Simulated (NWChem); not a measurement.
System: CH$_{5}$AlO$_{2}$; SMILES C[O][AlH][OH]

NWChem input:

```
start job
memory heap 200 mb stack 900 mb global 1100 mb
geometry units angstroms noautosym nocenter noautoz
  Al    -0.499628     0.666940    -0.034475
  H     -2.069196     0.653506    -0.143030
  O      0.279485     2.172649     0.023363
  H      1.226246     2.305742     0.089218
  O      0.436501    -0.743026     0.026867
  C      0.308789    -2.123078     0.011303
  H      0.745047    -2.567936     0.923859
  H     -0.743206    -2.461961    -0.050678
  H      0.846253    -2.557954    -0.850743
end
basis spherical
  Al library aug-cc-pvdz
  H library aug-cc-pvdz
  O library aug-cc-pvdz
  C library aug-cc-pvdz
end
dft
  xc b3lyp
  iterations 150
end
property
  response 1 0.0773
end
task dft property
```

Output (shortened):

```
             Northwest Computational Chemistry Package (NWChem) 7.3.0
             --------------------------------------------------------

                             Geometry "geometry" -> ""
                             -------------------------

 Output coordinates in angstroms (scale by  1.889725989 to convert to a.u.)

  No.       Tag          Charge          X              Y              Z
 ---- ---------------- ---------- -------------- -------------- --------------
    1 Al                  13.0000    -0.49962800     0.66694000    -0.03447500
    2 H                    1.0000    -2.06919600     0.65350600    -0.14303000
    3 O                    8.0000     0.27948500     2.17264900     0.02336300
    4 H                    1.0000     1.22624600     2.30574200     0.08921800
    5 O                    8.0000     0.43650100    -0.74302600     0.02686700
    6 C                    6.0000     0.30878900    -2.12307800     0.01130300
    7 H                    1.0000     0.74504700    -2.56793600     0.92385900
    8 H                    1.0000    -0.74320600    -2.46196100    -0.05067800
    9 H                    1.0000     0.84625300    -2.55795400    -0.85074300

 Effective nuclear repulsion energy (a.u.)     157.7277960421

                              NWChem Property Module
                              ----------------------

                                 NWChem DFT Module
                                 -----------------

 Summary of "ao basis" -> "ao basis" (spherical)
 ------------------------------------------------------------------------------
       Tag                 Description            Shells   Functions and Types
 ---------------- ------------------------------  ------  ---------------------
 Al                       aug-cc-pvdz               11       27   5s4p2d
 H                        aug-cc-pvdz                5        9   3s2p
 O                        aug-cc-pvdz                9       23   4s3p2d
 C                        aug-cc-pvdz                9       23   4s3p2d

            General Information
            -------------------
          SCF calculation type: DFT
          Wavefunction type:  closed shell.
          No. of atoms     :     9
          No. of electrons :    40
           Alpha electrons :    20
            Beta electrons :    20
          Charge           :     0
          Spin multiplicity:     1
          Use of symmetry is: off; symmetry adaption is: off
          Maximum number of iterations: 150
          AO basis - number of functions:   141
                     number of shells:    63
          Convergence on energy requested:  1.00D-06
          Convergence on density requested:  1.00D-05
          Convergence on gradient requested:  5.00D-04

              XC Information
              --------------
                         B3LYP Method XC Potential
                     Hartree-Fock (Exact) Exchange  0.200
                        Slater Exchange Functional  0.800 local
                    Becke 1988 Exchange Functional  0.720 non-local
              Lee-Yang-Parr Correlation Functional  0.810
                  VWN I RPA Correlation Functional  0.190 local

             Grid Information
             ----------------
          Grid used for XC integration:  medium
          Radial quadrature: Mura-Knowles
          Angular quadrature: Lebedev.
          Tag              B.-S. Rad. Rad. Pts. Rad. Cut. Ang. Pts.
          ---              ---------- --------- --------- ---------
          Al                  1.25       88          16.0       590
          H                   0.35       45          17.0       434
          O                   0.60       49          15.0       434
          C                   0.70       49          16.0       434
          Grid pruning is: on
          Number of quadrature shells:   460
          Spatial weights used:  Erf1

      Superposition of Atomic Density Guess
      -------------------------------------

 Sum of atomic energies:        -431.57215656

      Non-variational initial energy
      ------------------------------

 Total energy =    -432.878556
 1-e energy   =    -908.416967
 2-e energy   =     317.810615
 HOMO         =      -0.393443
 LUMO         =      -0.023066

   convergence    iter        energy       DeltaE   RMS-Dens  Diis-err
 ---------------- ----- ----------------- --------- --------- ---------
 d= 0,ls=0.0,diis     1   -434.0119329267 -5.92D+02  2.00D-02  1.02D+00
 d= 0,ls=0.0,diis     2   -433.8357222118  1.76D-01  7.68D-03  2.97D+00
 d= 0,ls=0.0,diis     3   -434.1243397686 -2.89D-01  8.33D-04  1.98D-02
 d= 0,ls=0.0,diis     4   -434.1259633033 -1.62D-03  2.79D-04  2.75D-03
 d= 0,ls=0.0,diis     5   -434.1262868096 -3.24D-04  8.14D-05  1.81D-04
  Resetting Diis
 d= 0,ls=0.0,diis     6   -434.1263098622 -2.31D-05  3.14D-05  2.95D-06
 d= 0,ls=0.0,diis     7   -434.1263099550 -9.28D-08  1.92D-05  2.40D-06
 d= 0,ls=0.0,diis     8   -434.1263093492  6.06D-07  1.16D-05  8.86D-06
 d= 0,ls=0.0,diis     9   -434.1263101841 -8.35D-07  3.44D-07  1.24D-09

         Total DFT energy =     -434.126310184069
      One electron energy =     -912.697104382810
           Coulomb energy =      364.090887326702
    Exchange-Corr. energy =      -43.247889170072
 Nuclear repulsion energy =      157.727796042111

 Numeric. integr. density =       39.999993991726

                       DFT Final Molecular Orbital Analysis
                       ------------------------------------

 Vector   18  Occ=2.000000D+00  E=-3.312485D-01
              MO Center=  2.7D-01,  1.9D+00,  2.2D-02, r^2= 1.6D+00
   Bfn.  Coefficient  Atom+Function         Bfn.  Coefficient  Atom+Function
  ----- ------------  ---------------      ----- ------------  ---------------
    43      0.575432  3 O  pz                46      0.395933  3 O  pz
    11      0.130541  1 Al pz                49      0.098608  3 O  pz
    75      0.098374  5 O  pz                98     -0.067121  6 C  pz
    78      0.066746  5 O  pz               134      0.066209  9 H  s
   116     -0.065412  7 H  s                133      0.058396  9 H  s

 Vector   19  Occ=2.000000D+00  E=-2.912366D-01
              MO Center=  2.5D-02, -9.3D-01,  2.6D-03, r^2= 2.6D+00
   Bfn.  Coefficient  Atom+Function         Bfn.  Coefficient  Atom+Function
  ----- ------------  ---------------      ----- ------------  ---------------
    73      0.507959  5 O  px                76      0.347065  5 O  px
   125      0.283296  8 H  s                  4      0.265433  1 Al s
   124      0.233836  8 H  s                 96     -0.197176  6 C  px
   116     -0.173652  7 H  s                 28      0.172629  2 H  s
   134     -0.157906  9 H  s                 72      0.125515  5 O  s

 Vector   20  Occ=2.000000D+00  E=-2.899395D-01
              MO Center=  4.4D-01, -9.9D-01,  1.9D-02, r^2= 2.3D+00
   Bfn.  Coefficient  Atom+Function         Bfn.  Coefficient  Atom+Function
  ----- ------------  ---------------      ----- ------------  ---------------
    75      0.514441  5 O  pz                78      0.355705  5 O  pz
   134      0.306163  9 H  s                116     -0.300243  7 H  s
   133      0.216212  9 H  s                 98     -0.210011  6 C  pz
   115     -0.210379  7 H  s                 43     -0.165853  3 O  pz
    81      0.122121  5 O  pz                46     -0.114920  3 O  pz

 Vector   21  Occ=0.000000D+00  E=-2.433287D-02
              MO Center=  6.8D-01,  1.2D+00,  2.8D-02, r^2= 9.0D+00
   Bfn.  Coefficient  Atom+Function         Bfn.  Coefficient  Atom+Function
  ----- ------------  ---------------      ----- ------------  ---------------
     5      0.731462  1 Al s                 95     -0.430359  6 C  s
    62      0.309458  4 H  s                 30     -0.243599  2 H  s
    39     -0.243500  3 O  s                 72     -0.202500  5 O  s
    71     -0.196701  5 O  s                  3      0.190846  1 Al s
    28     -0.150056  2 H  s                135      0.142314  9 H  s

 Vector   22  Occ=0.000000D+00  E=-2.244649D-02
              MO Center= -8.5D-01,  4.9D-01, -4.2D-02, r^2= 7.9D+00
   Bfn.  Coefficient  Atom+Function         Bfn.  Coefficient  Atom+Function
  ----- ------------  ---------------      ----- ------------  ---------------
    14      0.629078  1 Al pz                17      0.363525  1 Al pz
    11      0.331139  1 Al pz                75     -0.163483  5 O  pz
    43     -0.162402  3 O  pz                81     -0.154647  5 O  pz
    46     -0.134353  3 O  pz                78     -0.134347  5 O  pz
    49     -0.120947  3 O  pz                26      0.069248  1 Al d  1

 Vector   23  Occ=0.000000D+00  E=-6.643999D-03
              MO Center= -4.0D-01, -2.4D+00, -3.7D-02, r^2= 1.5D+01
   Bfn.  Coefficient  Atom+Function         Bfn.  Coefficient  Atom+Function
  ----- ------------  ---------------      ----- ------------  ---------------
    95      1.769931  6 C  s                117     -0.598677  7 H  s
   135     -0.596482  9 H  s                 80      0.434668  5 O  py
    16      0.417859  1 Al py                94      0.408291  6 C  s
     5     -0.399073  1 Al s                  4     -0.396932  1 Al s
   126     -0.362780  8 H  s                 13      0.330238  1 Al py

     Multipole analysis of the density
     ---------------------------------

[...]

 DFT Linear Response polarizability / au
 Frequency  =       0.0773000 / au
 Wavelength =     589.4353558 / nm
              X              Y              Z
 -----------------------------------------------
 X      49.0117440     -1.6052069      0.4533106
 Y      -1.6052163     58.9141640     -0.0488577
 Z       0.4533100     -0.0488616     42.3704529
 -----------------------------------------------
 Eigenvalues =      48.7882132     59.1687161     42.3394315
 Isotropic   =      50.0987870
 Anisotropic =      14.7065707
 -----------------------------------------------

 Magnetic Dipole Response Matrix (nonzero elements):
```

Level: B3LYP/aug-cc-pVDZ. Coordinates come from a PBE0/def2-SVP optimisation.
